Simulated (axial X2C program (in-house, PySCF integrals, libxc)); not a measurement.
# Curves of CdPb⁺ by EOM-IP-CCSD

Computed with an in-house all-electron X2C program for linear molecules (integrals from PySCF): two-component X2C with atomic mean-field Coulomb and Gaunt terms, Gaussian nuclei, basis Pb dyall-cv3z, Cd dyall-cv3z with contracted cores.

Energies in eV from the lowest point of the lowest state; states are followed by energy order within each Ω. Reference: CdPb, 16 electrons correlated in 88 virtual spinors with an MP2 remainder; levels at this size can be off by some tenths of an eV. Masses 207.977 and 113.903 u.

```json
{"R (Å)": "2.945", "(1)Ω=1/2": "0.0337", "(2)Ω=1/2": "2.2219"}
{"R (Å)": "3.073", "(1)Ω=1/2": "0.0000", "(2)Ω=1/2": "2.1409"}
{"R (Å)": "3.201", "(1)Ω=1/2": "0.0013", "(2)Ω=1/2": "2.0836"}
{"R (Å)": "3.345", "(1)Ω=1/2": "0.0303", "(2)Ω=1/2": "2.0380"}
{"R (Å)": "3.489", "(1)Ω=1/2": "0.0765", "(2)Ω=1/2": "2.0091"}
{"R (Å)": "3.681", "(1)Ω=1/2": "0.1486", "(2)Ω=1/2": "1.9861"}
```

(1) Fit the curves (1)Ω=1/2 near their minima.

No minimum in range: (2)Ω=1/2; the order of states may turn beyond it. T1 of the reference reaches 0.015 (Lee–Taylor). Curves followed by order can swap character. Number of frozen shells: Pb 5 s, 4 p, 3 d, 1 f; Cd 4 s, 3 p, 1 d. Roots with under 60 % one-particle weight at any point are counted in the labels but not shown, and the list ends where the roots sought for some Ω run out; states that need a further excitation are missing and may lie low or lowest. Curves with a minimum but no constants failed the fit check.

## Answers

(1) At EOM-IP-CCSD from CdPb (the fit fixes ωe to about one per cent; ωe of higher roots by this method can be off by ten per cent):

```tsv
state	Te (cm⁻¹)	Re (Å)	ωe (cm⁻¹)
(1)Ω=1/2	0	3.129	81.4
```
